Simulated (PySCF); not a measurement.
Dipole moment and polarisability of `CCC[C@@H]1CCN1`

C6H13N.
Atom-mapped SMILES: `[CH3:1][CH2:2][CH2:3][C@@H:4]1[CH2:5][CH2:6][NH:7]1` (hydrogens: H8, H9, H10 on C1; H11, H12 on C2; H13, H14 on C3; H15 on C4; H16, H17 on C5; H18, H19 on C6; H20 on N7)

Geometry (GFN2-xTB, Å), atoms numbered from 1 in this order:
```xyz
20
C6H13N angstrom
C      3.029   -0.045   -0.176
C      1.636   -0.589    0.114
C      0.554    0.206   -0.614
C     -0.840   -0.328   -0.316
C     -2.033    0.469   -0.876
C     -2.603    0.439    0.547
N     -1.308   -0.027    1.044
H      3.783   -0.618    0.359
H      3.247   -0.101   -1.241
H      3.104    0.995    0.133
H      1.439   -0.542    1.187
H      1.585   -1.637   -0.192
H      0.723    0.163   -1.693
H      0.599    1.249   -0.299
H     -0.892   -1.394   -0.580
H     -2.624   -0.022   -1.644
H     -1.754    1.465   -1.207
H     -2.897    1.399    0.977
H     -3.428   -0.272    0.667
H     -1.325   -0.799    1.700
```

Level: CAM-B3LYP/def2-SVPD (PySCF), static field, nuclei fixed, core orbitals frozen in the response. The polarisability tensor in these axes (au):

```
x   92.56 -2.92 -1.62
y   -2.92 70.55 -1.28
z   -1.62 -1.28 73.53
```

**Question.** What are the eigenvalues, a third of the trace, and Δα (Δα² = ½Σ(αi − αj)² over the three pairs)?

**Answer.** Principal values 69.60, 74.00 and 93.05 au; mean 78.88 au = 11.69 Å³ = 13.01 × 10⁻⁴⁰ C²·m²/J; Δα = 21.59 au (27 % of the mean).

**Question.** What is the dipole moment, and where does it point?

**Answer.** (-0.68, -0.95, -0.48) D, 1.26 D in size, pointing from the negative to the positive side. Measured along this direction, the outermost atoms are H10 at the negative end and H16 at the positive end.

**Question.** In TDDFT the mean static polarisability is Σ f/ω² over all singlet excitations (ω in hartree). How much of it do the 8 lowest give? Their energies (eV) and oscillator strengths: 6.04, 0.0008; 6.83, 0.0028; 7.02, 0.0194; 7.29, 0.0556; 7.78, 0.0086; 8.11, 0.0120; 8.28, 0.0242; 8.40, 0.0079.

**Answer.** They add up to 1.71 au, 2.2 % of the 78.88 au; the largest single term is 0.77 au, from the state at 7.29 eV. Terms in order: 0.02, 0.04, 0.29, 0.77, 0.11, 0.13, 0.26, 0.08 au. Higher excitations give the rest. The strengths listed sum to 0.131.

**Question.** What would n − 1 = 2πNα be for an ideal gas of these molecules at 298.15 K and 1 atm, electronic part alone?

**Answer.** N = p/kT = 2.4615 × 10¹⁹ cm⁻³, so n − 1 = 2π × N × 11.69 × 10⁻²⁴ cm³ = 1808 × 10⁻⁶ at long wavelengths.

**Question.** Directions of the eigenvectors, and the extent of the frame along each?

**Answer.** Largest value along (0.99, -0.12, -0.07), where the nuclei span 7.20 Å; middle along (0.02, -0.37, 0.93), 3.54 Å; least along (0.14, 0.92, 0.36), 3.03 Å. The response follows the extents in order.

**Question.** Rayleigh depolarisation ratio (linearly polarised light, static tensor)?

**Answer.** ρ = 3Δα²/(45ᾱ² + 4Δα²) = 1398.8/(280009 + 1865.1) = 0.00496.

The structure is a single GFN2-xTB conformer in the gas phase; no vibrational or solvent corrections.

The run behind these numbers computed excited states as well. Hardware: an x86-64 server with one thread (shared host). Cost: 83 s wall.
